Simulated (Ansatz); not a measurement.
Geometry optimisation, RKS B3LYP-D4/def2-SVP (Ansatz 0.2.0).

The input (input.yaml):

```yaml
crystal:
  periodic: [false, false, false]
  atoms:
    - { symbol: B, position_ang: [0.0, 0.0, 0.0] }
    - { symbol: Cl, position_ang: [0.0, 0.0, 2.21] }
    - { symbol: H, position_ang: [1.0305, 0.0, -0.595] }
    - { symbol: H, position_ang: [-1.0305, 0.0, -0.595] }
    - { symbol: "N", position_ang: [0.0773, -1.7539, 0.5833] }
    - { symbol: H, position_ang: [-0.441, -2.5119, 0.0539] }
    - { symbol: Si, position_ang: [1.0434, -2.1779, 2.0663] }
    - { symbol: H, position_ang: [1.2276, -3.6248, 2.1308] }
    - { symbol: H, position_ang: [2.3474, -1.5244, 2.0018] }
    - { symbol: H, position_ang: [0.3313, -1.7252, 3.2578] }
    - { symbol: H, position_ang: [0.0556, -1.2621, 1.6502] }
basis:
  gaussian: { orbitals: def2-SVP }
hamiltonian:
  xc: b3lyp
  dispersion: d4
relax:
  f_tol: 0.15
  max_steps: 25
  restrain:
    - { distance: [0, 4], at: 1.55, k: 30.0 }
    - { distance: [10, 1], at: 1.37, k: 30.0 }
    - { distance: [0, 1], at: 3.06, k: 30.0 }
    - { distance: [10, 4], at: 2.26, k: 30.0 }
```

Launched with:

```bash
$ ansatz run input.yaml --threads 2 --pin off --max-ram 3072MiB --backend cpu --events-out ev --progress --plain --runs-dir out
```

Problem. Where does it end, and by what steps?

Solution. The run converged. The restraints hold the end off the free minimum. After 15 steps the energy has fallen by 6.420 eV (the restraints' own energy left out); H11 moved furthest, 1.46 Å. The start is strongly strained (largest force component 8 eV/Å), so its close contacts needn't be bonds. Parted: Cl2–Si7 (2.42 → 4.29 Å), Si7–H11 (1.41 → 3.15 Å).

```csv
step,energy less start (eV),largest force component (eV/Å),accepted
0,0.0000,8.429,yes
1,-1.1313,5.053,yes
2,-2.2572,5.156,yes
3,-3.5258,3.223,yes
4,-4.7952,2.096,yes
5,-5.6486,1.985,yes
6,-5.9772,2.022,yes
7,-6.2094,2.016,yes
8,-6.3361,2.005,yes
9,-6.3970,1.916,yes
10,-6.4094,1.783,yes
11,-6.4101,1.812,yes
12,-6.4117,1.801,yes
13,-6.3759,1.767,no
14,-6.4159,1.775,yes
15,-6.4199,1.751,yes
```

```xyz
11
Properties=species:S:1:pos:R:3
B 0.224 -0.593 -0.093
Cl -0.786 1.220 2.165
H 1.276 -0.012 -0.059
H -0.676 -0.279 -0.828
N 0.050 -1.785 0.770
H -0.829 -2.287 0.649
Si 1.272 -2.529 1.804
H 1.586 -3.910 1.336
H 2.483 -1.672 1.749
H 0.771 -2.625 3.207
H -0.731 -0.109 2.064
```

The run took 38 s on 2 threads of Arm Neoverse V2, on a shared host, peak memory 0.2 GiB.
